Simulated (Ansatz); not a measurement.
Basis sets compared for Zn₁₀O₁₀. Charge 0, multiplicity 1. Geometry r2SCAN-D4/def2-SVP. Ansatz on 2 threads of AMD EPYC 7R13 on a shared host and a share (18 GiB) of an NVIDIA H100 80GB HBM3; times are rough, and most runs start from earlier orbitals.

| atom | x (Å) | y (Å) | z (Å) |
| --- | --- | --- | --- |
| Zn1 | 1.146 | -0.565 | 4.775 |
| Zn2 | -0.271 | 3.254 | -3.601 |
| Zn3 | 0.334 | -3.277 | 3.585 |
| Zn4 | 1.301 | 4.475 | 1.914 |
| Zn5 | 1.492 | 2.423 | 4.183 |
| Zn6 | -0.626 | -4.763 | 1.073 |
| Zn7 | -1.549 | -2.401 | -4.161 |
| Zn8 | -1.141 | 0.566 | -4.802 |
| Zn9 | 0.658 | 4.735 | -1.075 |
| Zn10 | -1.343 | -4.448 | -1.892 |
| O11 | -2.230 | -3.708 | -3.212 |
| O12 | 0.868 | 4.282 | -2.755 |
| O13 | -0.791 | -4.344 | 2.767 |
| O14 | 0.850 | 1.119 | 5.163 |
| O15 | -1.411 | 2.272 | -4.502 |
| O16 | 1.464 | -2.259 | 4.457 |
| O17 | -0.475 | -5.257 | -0.602 |
| O18 | 2.155 | 3.766 | 3.271 |
| O19 | -0.893 | -1.129 | -5.175 |
| O20 | 0.463 | 5.258 | 0.587 |

Single mean-field runs in def2-SVP, def2-TZVP are fitted with def2-universal-jkfit. Another isomer (singlet) lies 1.11 eV lower at PBE0-D4/def2-TZVP; other spin states weren't run for this one.

Binding counts from free atoms (Zn singlet, O triplet) in the same basis, without a counterpoise term.

```csv
level,functions,energy (Eh),HOMO (eV),LUMO (eV),binding per atom (eV),wall time
PBE-D4/def2-SVP (with forces),450,-18539.9213,-5.65,-2.58,3.04,4.5 s
PBE0-D4/def2-SVP,450,-18540.1179,-7.19,-1.78,2.80,4 s
```

Question: Estimate the rows for PBE-D4/def2-TZVP, PBE0-D4/def2-TZVP.

Answer: 
```csv
level,functions,energy (Eh),HOMO (eV),LUMO (eV),binding per atom (eV),wall time
PBE-D4/def2-TZVP,790,-18543.5496,-6.42,-3.04,2.93,4.8 s
PBE0-D4/def2-TZVP,790,-18543.6482,-7.86,-2.17,2.75,5.5 s
```
